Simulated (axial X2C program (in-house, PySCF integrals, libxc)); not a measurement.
# Curves of EuCl from open-shell CI on f6 s2

Computed with an in-house all-electron X2C program for linear molecules (integrals from PySCF): two-component X2C with atomic mean-field Coulomb and Gaunt terms, basis Eu dyall-v3z, Cl dyall-av3z (cores contracted in-house). Orbitals come from Hartree–Fock averaged over the configuration Eu f6 s2; CI then distributes these electrons over the f, s shells of Eu.

Scan along the bond; masses Eu 152.921 u, Cl 34.969 u. Energies in cm⁻¹ from the lowest point; levels are followed by energy order within each Ω. Lowest level at 2.495 Å: 100% f6 s2.

| R (Å) | (1)Ω=0 | (1)Ω=1 | (1)Ω=2 | (2)Ω=0 | (2)Ω=1 |
| --- | --- | --- | --- | --- | --- |
| 2.320 | 1864 | 2065 | 2629 | 2897 | 3247 |
| 2.408 | 418 | 620 | 1190 | 1433 | 1778 |
| 2.495 | 0 | 204 | 778 | 992 | 1337 |
| 2.595 | 397 | 604 | 1183 | 1362 | 1710 |
| 2.695 | 1437 | 1647 | 2230 | 2373 | 2727 |
| 2.807 | 3087 | 3301 | 3888 | 3990 | 4353 |
| 2.944 | 5499 | 5717 | 6309 | 6361 | 6737 |

Fit the curves (1)Ω=0, (1)Ω=1, (1)Ω=2, (2)Ω=0, (2)Ω=1 near their minima.

From the open-shell CI curves, Te from the lowest:

```
 level  Te (cm⁻¹)  Re (Å)  ωe (cm⁻¹)
(1)Ω=0          0   2.497      333.5
(1)Ω=1        204   2.497      333.7
(1)Ω=2        778   2.496      333.9
(2)Ω=0        991   2.500      331.4
(2)Ω=1       1336   2.500      332.2
```

Without dynamic correlation distances can be off by several hundredths of an Å (long for ionic bonds, short for multiple bonds) and the wavenumbers are rough.

The 5 lowest curves are shown; the next is (3)Ω=0, from 1627 cm⁻¹.

Dynamic correlation is missing, so gaps between terms are too wide and other configurations may lie lower; the lowest level listed is that of this model, not necessarily the ground state. At most 4 roots were kept for each Ω > 0 (twice that for Ω = 0) within 2.2 eV of the lowest, so higher up levels can be missing between those listed; levels with Ω > 0 are doubly degenerate and listed once, Ω = 0 levels singly.
